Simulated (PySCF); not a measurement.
All values below come from TPSSh-D3(BJ)/def2-TZVP // PBE-D3(BJ)/def2-SVP in PySCF 2.14.0. Isolated molecules, 0 K electronic values unless said otherwise. 

Reference species: [Ti(F)4] (neutral, multiplicity 1).

The LUMO is -3.72 eV and the HOMO–LUMO gap is 7.66 eV. The charge on the central atom (Mulliken) is 1.66 e and the mean distance from the central atom to its bonded neighbours is 1.744 Å.

After one change: the LUMO decreases by 0.99 eV; the HOMO–LUMO gap drops by 1.69 eV; the charge on the central atom (Mulliken) increases by 0.06 e; the mean distance from the central atom to its bonded neighbours rises by 0.092 Å.

### Question
Name the change that produced these shifts. The new species is one of these.
(A) [Hf(F)4]
(B) [Zr(F)4]
(C) [V(=O)(F)3]
(D) [W(=O)(F)4]

### Answer
D, [W(=O)(F)4]
